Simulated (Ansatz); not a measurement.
Series [InX4]-: vertical IE (eV) at several levels, gas phase, relaxed structures; Ansatz. Core potentials for In in the def2 sets, no spin–orbit coupling. The structures are stationary points that may keep the symmetry of their start. Remarks come from the PBE and PBE0 runs and from stability tests at other levels; not every state was tested. HOMO above LUMO (over both spins in singlets and doublets, within one spin in higher multiplets; at PBE or PBE0), or a gap under 0.15 eV within one spin, warns that the state may not be the lowest or that an electron is smeared out.

```json
{"species": "[InCl4]- (InCl4⁻)", "state": "singlet to doublet", "geometry": "PBE-D4/def2-SVPD", "PBE-D4/def2-TZVPD": "5.83", "r2SCAN-D4/def2-TZVPD": "6.13", "PBE0-D4/def2-TZVPD": "6.54", "remarks": "gap within one spin near zero at PBE or PBE0 (neutral doublet)"}
{"species": "[InF4]- (InF4⁻)", "state": "singlet to doublet", "geometry": "PBE0-D4/def2-SVPD", "PBE-D4/def2-TZVPD": "6.82", "r2SCAN-D4/def2-TZVPD": "7.13", "PBE0-D4/def2-TZVPD": "7.75", "remarks": "gap within one spin near zero at PBE or PBE0 (neutral doublet)"}
{"species": "[InH4]- (InH4⁻)", "state": "singlet to doublet", "geometry": "PBE-D4/def2-TZVPD", "PBE-D4/def2-TZVPD": "4.05", "r2SCAN-D4/def2-TZVPD": "4.17", "PBE0-D4/def2-TZVPD": "4.34", "remarks": "gap within one spin near zero at PBE or PBE0 (neutral doublet)"}
{"species": "[In(OH)4]- (InO4H4⁻)", "state": "singlet to doublet", "geometry": "PBE0-D4/def2-SVPD", "PBE-D4/def2-TZVPD": "4.41", "r2SCAN-D4/def2-TZVPD": "4.58", "PBE0-D4/def2-TZVPD": "5.05", "remarks": "gap within one spin near zero at PBE or PBE0 (neutral doublet)"}
```

Over the 4 species that have every level, the mean is 5.28 at PBE-D4/def2-TZVPD, 5.50 at r2SCAN-D4/def2-TZVPD, 5.92 at PBE0-D4/def2-TZVPD.
